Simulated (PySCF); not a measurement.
C4H6Cl2. Atoms are numbered in the order given.

```xyz
12

C     -3.1492     0.0285    -0.5211
C     -1.9063    -0.4253    -0.6884
C     -0.6864     0.4556    -0.7357
C      0.2838     0.1813     0.4078
Cl     0.9049    -1.4865     0.3383
Cl     1.6335     1.3389     0.3613
H     -4.0055    -0.6522    -0.4958
H     -3.3591     1.0987    -0.4107
H     -1.7284    -1.5018    -0.7941
H     -0.9755     1.5165    -0.6745
H     -0.1352     0.3135    -1.6802
H     -0.2015     0.2940     1.3848
```

Geometry optimised at ωB97X-D3(BJ)/def2-SVP. The values are those of a single conformer.

The numbers are results of CAM-B3LYP/def2-TZVP in PySCF, not measurements.

ESP charges are fitted to the potential on shells at 1.4 to 2.0 van der Waals radii. Atomic charges (e):

```json
[
 {"atom": "C1", "Löwdin": "-0.21", "ESP fit": "-0.52", "Mulliken": "-0.28"},
 {"atom": "C2", "Löwdin": "-0.21", "ESP fit": "-0.04", "Mulliken": "-0.14"},
 {"atom": "C3", "Löwdin": "-0.30", "ESP fit": "-0.12", "Mulliken": "-0.19"},
 {"atom": "C4", "Löwdin": "-0.75", "ESP fit": "-0.35", "Mulliken": "0.00"},
 {"atom": "Cl5", "Löwdin": "0.32", "ESP fit": "-0.04", "Mulliken": "-0.11"},
 {"atom": "Cl6", "Löwdin": "0.31", "ESP fit": "-0.06", "Mulliken": "-0.10"},
 {"atom": "H7", "Löwdin": "0.13", "ESP fit": "0.20", "Mulliken": "0.13"},
 {"atom": "H8", "Löwdin": "0.12", "ESP fit": "0.21", "Mulliken": "0.12"},
 {"atom": "H9", "Löwdin": "0.14", "ESP fit": "0.13", "Mulliken": "0.14"},
 {"atom": "H10", "Löwdin": "0.15", "ESP fit": "0.13", "Mulliken": "0.13"},
 {"atom": "H11", "Löwdin": "0.15", "ESP fit": "0.15", "Mulliken": "0.13"},
 {"atom": "H12", "Löwdin": "0.13", "ESP fit": "0.28", "Mulliken": "0.16"}
]
```

Computed Mayer and Wiberg (Löwdin basis) orders of the bonds:
| bond | Mayer | Wiberg |
|---|---|---|
| C1–C2 | 1.92 | 2.19 |
| C2–C3 | 0.95 | 1.22 |
| C3–C4 | 0.97 | 1.25 |
| C4–Cl5 | 1.11 | 1.62 |
| C4–Cl6 | 1.13 | 1.63 |
| C1–H7 | 0.97 | 0.89 |
| C1–H8 | 0.97 | 0.89 |
| C2–H9 | 0.95 | 0.83 |
| C3–H10 | 0.96 | 0.82 |
| C3–H11 | 0.96 | 0.83 |
| C4–H12 | 0.96 | 0.87 |
